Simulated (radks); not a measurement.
The numbers below are computed, except where a source is named.
How relativity changes the ionisation of neutral chlorine ([Ne] 3s2 3p5) to Cl+ ([Ne] 3s2 3p4). Spin-unpolarised spherical Kohn-Sham, BLYP, point nucleus unless stated (finite: rms radius 3.3654 fm), a radial shooting solver on a logarithmic mesh with Libxc functionals. A level marked "c x" has the speed of light scaled by that factor and shares open shells by 2j + 1; other Dirac levels either fill j = l - 1/2 first or share by 2j + 1.

| level | E(Cl) (hartree) | E(Cl+) (hartree) | IE (eV) | HOMO | <r> HOMO (bohr) |
|---|---|---|---|---|---|
| non-rel. | -460.15721 | -459.65208 | 13.745 | 3p | 1.850 |
| scalar-rel. | -461.62946 | -461.12488 | 13.730 | 3p | 1.849 |
| scalar-rel., finite nucleus | -461.62894 | -461.12436 | 13.730 | 3p | 1.849 |
| Dirac, 2j+1 shares | -461.63094 | -461.12635 | 13.731 | 3p3/2 | 1.853 |
| Dirac, low j first | -461.63248 | -461.12989 | 13.676 | 3p3/2 | 1.853 |
| Dirac, 2j+1 shares, finite nucleus | -461.63042 | -461.12583 | 13.731 | 3p3/2 | 1.853 |
| Dirac, c x 1.25 | -461.09782 | -460.59304 | 13.736 | 3p3/2 | 1.852 |
| Dirac, c x 3 | -460.31986 | -459.81479 | 13.744 | 3p3/2 | 1.850 |
| Dirac, c x 5 | -460.21573 | -459.71063 | 13.745 | 3p3/2 | 1.850 |

NIST Atomic Spectra Database: 12.968 eV (measured). The relativistic part of the total energy of Cl is -1.473 hartree (Dirac, 2j+1 shares, finite nucleus), 0.32 % of the non-relativistic value. Spin polarisation and multiplet splitting of open shells are left out at every level.

Beside tabulated values, note that spin-unpolarised runs miss the spin-polarisation part of the exchange energy of open shells.
